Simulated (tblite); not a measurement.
**Question.** What does the GFN2-xTB structure of `C([SiH3])([SiH3])(CCCC)[SiH3]` look like in three dimensions?

**Answer.** 
```xyz
26
C5H18Si3 angstrom
C      3.6855   -0.3326    0.3477
C      2.5016    0.5442   -0.0415
C      1.1699   -0.1565    0.2215
C     -0.0226    0.7125   -0.1659
C     -1.3982    0.0678    0.0740
Si    -1.6676   -0.3215    1.9236
Si    -1.6070   -1.5238   -0.9597
Si    -2.7113    1.3416   -0.4848
H      3.6416   -0.5831    1.4055
H      4.6246    0.1807    0.1542
H      3.6761   -1.2593   -0.2219
H      2.5379    1.4769    0.5264
H      2.5723    0.8010   -1.1013
H      1.1045   -0.4101    1.2819
H      1.1395   -1.0885   -0.3474
H      0.0750    0.9737   -1.2260
H      0.0408    1.6509    0.3970
H     -0.8812   -1.4762    2.3718
H     -3.0776   -0.6276    2.1700
H     -1.2771    0.8403    2.7295
H     -3.0119   -1.9348   -0.9676
H     -1.1690   -1.2727   -2.3369
H     -0.8235   -2.6437   -0.4261
H     -4.0645    0.8193   -0.2960
H     -2.5627    2.5792    0.2892
H     -2.5159    1.6649   -1.9026
```

Orientation and origin are arbitrary. Atoms count from 1 in this order. All 3 C–Si bonds measure 1.909 to 1.913 Å. Of the pairs four or more bonds apart, Si6···H14 is among the closest relative to their van der Waals radii: 2.85 Å, 86 % of the sum of Bondi's values. Si6 (SiH3 silicon) is tetrahedral (angles from 107.5° to 112.4°).

Bonds between heavy atoms (Å): C1–C2 1.524, C2–C3 1.528, C3–C4 1.526, C4–C5 1.538, C5–Si6 1.909, C5–Si7 1.909, C5–Si8 1.913.

Computed geometry: GFN2-xTB, gas phase.

Point group: Cs (every atom within 0.08 Å of its image). Its GFN2-xTB frequencies are all real (lowest 48 cm⁻¹). The numbers are those of one conformer (C1–C2–C3–C4 180°, C2–C3–C4–C5 180°). 3 starts were optimised and ended at 0.00, 0.01 and 3.21 kcal/mol (GFN2-xTB); the lowest of these is shown.
